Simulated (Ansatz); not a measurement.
Geometry optimisation, RKS PBE0/def2-SVP (Ansatz 0.2.0).

input.yaml

```yaml
crystal:
  periodic: [false, false, false]
  atoms:
    - { symbol: B, position_ang: [0.045382, -0.156798, -0.153102] }
    - { symbol: H, position_ang: [-0.052768, -0.582515, 0.964562] }
    - { symbol: "N", position_ang: [1.284718, -0.145386, -0.796047] }
    - { symbol: H, position_ang: [2.133915, -0.481041, -0.367995] }
    - { symbol: H, position_ang: [1.387882, 0.187683, -1.746341] }
    - { symbol: F, position_ang: [-1.059265, 0.179356, -0.819231] }
    - { symbol: O, position_ang: [-0.02288, 1.993138, 1.330744] }
    - { symbol: H, position_ang: [0.934119, 2.022186, 1.453059] }
    - { symbol: H, position_ang: [-0.256704, 1.113978, 1.702352] }
basis:
  gaussian: { orbitals: def2-SVP }
hamiltonian:
  xc: pbe0
relax:
  f_tol: 0.03
  max_steps: 50
```

Command:

```bash
$ ansatz run input.yaml --threads 2 --pin off --max-ram 3072MiB --backend cpu --events-out ev --progress --plain --runs-dir out
```

Q: Where does it end, and by what steps?

A: The forces met the threshold. After 19 steps the energy has fallen by 0.101 eV; H8 moved furthest, 0.78 Å.

```json
{"step": "0", "energy less start (eV)": "0.0000", "largest force component (eV/Å)": "0.886", "accepted": "yes"}
{"step": "1", "energy less start (eV)": "-0.0445", "largest force component (eV/Å)": "0.453", "accepted": "yes"}
{"step": "2", "energy less start (eV)": "-0.0317", "largest force component (eV/Å)": "1.331", "accepted": "no"}
{"step": "3", "energy less start (eV)": "-0.0520", "largest force component (eV/Å)": "0.392", "accepted": "yes"}
{"step": "4", "energy less start (eV)": "-0.0569", "largest force component (eV/Å)": "0.511", "accepted": "yes"}
{"step": "5", "energy less start (eV)": "-0.0598", "largest force component (eV/Å)": "0.452", "accepted": "yes"}
{"step": "6", "energy less start (eV)": "-0.0614", "largest force component (eV/Å)": "0.480", "accepted": "yes"}
{"step": "7", "energy less start (eV)": "-0.0633", "largest force component (eV/Å)": "0.481", "accepted": "yes"}
{"step": "8", "energy less start (eV)": "0.0364", "largest force component (eV/Å)": "2.112", "accepted": "no"}
{"step": "9", "energy less start (eV)": "-0.0762", "largest force component (eV/Å)": "0.134", "accepted": "yes"}
{"step": "10", "energy less start (eV)": "-0.0805", "largest force component (eV/Å)": "0.290", "accepted": "yes"}
{"step": "11", "energy less start (eV)": "-0.0757", "largest force component (eV/Å)": "0.941", "accepted": "no"}
{"step": "12", "energy less start (eV)": "-0.0859", "largest force component (eV/Å)": "0.124", "accepted": "yes"}
{"step": "13", "energy less start (eV)": "-0.0911", "largest force component (eV/Å)": "0.094", "accepted": "yes"}
{"step": "14", "energy less start (eV)": "-0.0941", "largest force component (eV/Å)": "0.428", "accepted": "yes"}
{"step": "15", "energy less start (eV)": "-0.0947", "largest force component (eV/Å)": "0.556", "accepted": "yes"}
{"step": "16", "energy less start (eV)": "-0.0910", "largest force component (eV/Å)": "0.515", "accepted": "no"}
{"step": "17", "energy less start (eV)": "-0.1009", "largest force component (eV/Å)": "0.068", "accepted": "yes"}
{"step": "18", "energy less start (eV)": "-0.1010", "largest force component (eV/Å)": "0.060", "accepted": "yes"}
{"step": "19", "energy less start (eV)": "-0.1013", "largest force component (eV/Å)": "0.020", "accepted": "yes"}
```

```xyz
9
Properties=species:S:1:pos:R:3
B -0.045 -0.372 -0.249
H -0.237 -1.033 0.744
N 1.253 0.023 -0.607
H 2.071 -0.322 -0.125
H 1.450 0.506 -1.476
F -1.070 -0.040 -1.031
O 0.094 2.108 1.363
H 0.733 1.676 0.780
H 0.145 1.584 2.170
```

The run took 28 s on 2 threads of Arm Neoverse V2, on a shared host, peak memory 0.14 GiB.
